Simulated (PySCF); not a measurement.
**`FC(F)(F)[C@@H]1C[Si@@H]1Br`, C3H4BrF3Si**

Geometry:
```csv
atom,x (Å),y (Å),z (Å)
F1,-0.798,-2.301,0.608
C2,-1.046,-1.016,0.281
F3,-2.210,-1.029,-0.400
F4,-1.295,-0.382,1.438
C5,0.054,-0.395,-0.506
C6,1.291,0.075,0.302
Si7,0.365,1.469,-0.540
Br8,-0.861,2.855,0.644
H9,0.261,-0.999,-1.381
H10,2.244,-0.280,-0.061
H11,1.208,-0.053,1.374
H12,0.788,2.057,-1.785
```

Level of theory: PySCF, TDDFT wB97X-D/def2-SVPD circular dichroism and optical rotation, one conformer, gas phase. Geometry: GFN2-xTB.

The calculation is non-relativistic, which matters for the atoms heavier than Zn.

(1) Draw the ECD and absorption spectra from the lowest 8 states, each a Gaussian of half-width 0.25 eV at 1/e height.

## Answers

(1) 
| E (eV) | λ (nm) | Δε (L mol⁻¹ cm⁻¹) | ε (L mol⁻¹ cm⁻¹) |
| --- | --- | --- | --- |
| 5.31 | 233 | +0.02 | 3.12 |
| 5.46 | 227 | +0.17 | 24 |
| 5.61 | 221 | +0.63 | 89.8 |
| 5.76 | 215 | +1.15 | 164 |
| 5.91 | 210 | +1.02 | 146 |
| 6.06 | 205 | +0.46 | 77.1 |
| 6.21 | 200 | +0.34 | 194 |
| 6.36 | 195 | +1.53 | 1130 |
| 6.51 | 190 | +4.60 | 3740 |
| 6.66 | 186 | +7.33 | 7630 |
| 6.81 | 182 | +6.64 | 11300 |
| 6.96 | 178 | +1.31 | 11600 |
| 7.11 | 174 | -10.04 | 6980 |
| 7.26 | 171 | -20.70 | 2730 |
| 7.41 | 167 | -20.36 | 1440 |
| 7.56 | 164 | -12.57 | 1120 |
| 7.71 | 161 | -7.11 | 696 |

Δε uses R in velocity form, ε uses f in length form. Only the states computed contribute, so the short-wavelength end is incomplete.
